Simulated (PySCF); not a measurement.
Gas-phase reaction: 2 GeCl2 + 6 O = Ge2O2 + 4 ClO

Method: PySCF energies (xtb for GFN2) plus ideal-gas RRHO corrections (1 bar). † marks an energy on the PBE0/def2-TZVP geometry and frequencies; other levels use their own. Open shells (unrestricted): O (multiplicity 3), ClO (multiplicity 2); the rest are closed-shell singlets. GFN2 has no spin-polarisation term. Spin-orbit splitting is ignored; it lowers the true energy and changes the entropy of O, ClO. Ge: all electrons, no relativistic terms. Ge2O2: computed as isolated molecules; such fragments, hydroxides, amides, oligomers or adducts are transient or little studied in the gas.

```tsv
level	ΔH°(298 K), kJ
GFN2-xTB	[?]
PBE/def2-TZVP†	-1282
PBE0/def2-QZVP†	-1027
PBE0/def2-TZVP	-1011
LDA/def2-TZVP†	[?]
```

Problem. What belongs in the gaps?

Solution. 
- GFN2-xTB, ΔH°(298 K), kJ: -2856
- LDA/def2-TZVP†, ΔH°(298 K), kJ: -1707
